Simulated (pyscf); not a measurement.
# [HSi=S]• (SMILES [SiH]=S), doublet

Gas-phase minimum from PySCF at ωB97X-D3(BJ)/def2-SVP, one conformer. 

```
Si
H 1 1.5178
S 1 1.9482 2 119.34
```
Charge 0, spin multiplicity 2.

Properties at ωB97X-D3(BJ)/def2-SVP:

| Property | Result |
|---|---|
| Harmonic wavenumbers, unscaled | 597, 744, 2066 cm⁻¹ |
| Zero-point energy | 4.9 kcal/mol |
| Rotational symmetry number | 1 |
| Entropy of this conformer at 298 K and 1 atm, rigid rotor and harmonic oscillator, modes under 100 cm⁻¹ raised to 100 | 253.5 J/(mol K) |
| Dipole moment | 2.23 D |
| Spin expectation value S2 | 0.758 |

Single-point totals, which compare only within one level (frozen core for MP2 and CC):

| level | total energy (hartree) |
|---|---|
| ωB97X-D3(BJ)/def2-TZVP | -688.29311 |
| PBE/def2-TZVP | -687.95416 |
| r²SCAN/def2-TZVP | -688.21764 |
| B3LYP-D3(BJ)/def2-TZVP | -688.31353 |
| PBE0-D3(BJ)/def2-TZVP | -688.00992 |
| M06-2X/def2-TZVP | -688.22751 |
| ωB97M-D3(BJ)/def2-TZVP | -688.35611 |
| UHF/def2-TZVPP | -687.03861 |
| MP2/def2-TZVPP | -687.30187 |
| CCSD/def2-TZVPP | -687.32934 |
| CCSD(T)/def2-TZVPP | -687.34642 |

The CCSD(T) − MP2 part came from Ansatz, without density fitting, on the same reference.
